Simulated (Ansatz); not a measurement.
```yaml
crystal:
  periodic: [false, false, false]
  atoms:
    - {symbol: C, position_ang: [-3.742620, 1.502786, -2.270464]}
    - {symbol: O, position_ang: [-0.781436, 0.513809, -1.990672]}
    - {symbol: C, position_ang: [0.116767, -0.142018, 0.739771]}
    - {symbol: N, position_ang: [-1.584044, 0.110605, 2.925521]}
    - {symbol: Ge, position_ang: [4.258073, -1.468236, 0.711345]}
    - {symbol: H, position_ang: [-4.067897, 1.919895, -4.604975]}
    - {symbol: H, position_ang: [-5.269629, -0.174618, -1.484062]}
    - {symbol: H, position_ang: [-4.087274, 3.505049, -0.991384]}
    - {symbol: H, position_ang: [-0.562293, -0.472975, 4.821809]}
    - {symbol: H, position_ang: [6.242536, 0.986795, -0.483114]}
    - {symbol: H, position_ang: [4.569662, -4.223992, -1.212259]}
    - {symbol: H, position_ang: [5.077119, -2.178760, 3.913282]}
basis:
  gaussian: {orbitals: 6-31G, point_charges: [{charge: 0.50, position_ang: [6.544, 0.566, -0.573]}]}
hamiltonian: {xc: {name: wB97M-V}}
```

```sh
$ ansatz run in.yaml --threads 4 --pin off --events-out ev --progress --plain --max-ram 10444MiB
```

Output, abridged:

```
Functional definition: wB97M-V
944 factors; integrals over basis functions are off by at most 4.9e-4 eV
309 factors; integrals over basis functions are off by at most 2.2e-5 eV
mean field evaluation 1: about -62106.7295 eV, gradient 1.2e2 eV
mean field evaluation 2: about -61397.2467 eV, gradient 2.1e2 eV
mean field evaluation 4: about -62000.4702 eV, gradient 1.4e2 eV
mean field evaluation 8: about -62166.9061 eV, gradient 8.8e0 eV
mean field evaluation 16: about -62169.8333 eV, gradient 2.8e-1 eV
mean field evaluation 32: about -62170.0523 eV, gradient 2.6e-5 eV
mean field -62170.05227888 eV, -2284.7072808737 hartree, gradient 8.5e-6 eV, S^2 0.000000; 6 other end points of the search recorded, 0 dependent functions left out
reference -62170.05235503 eV, -2284.7072836725 hartree; 33, 33 occupied and 46, 46 virtual orbitals, 944 factors
Total energy: -62170.05235503 eV, -2284.7072836725 hartree
```

Question: Something in this input is off. What?

Answer: The geometry is stretched to more than twice its size. The run converged. The result belongs to that input, not to the molecule as meant.
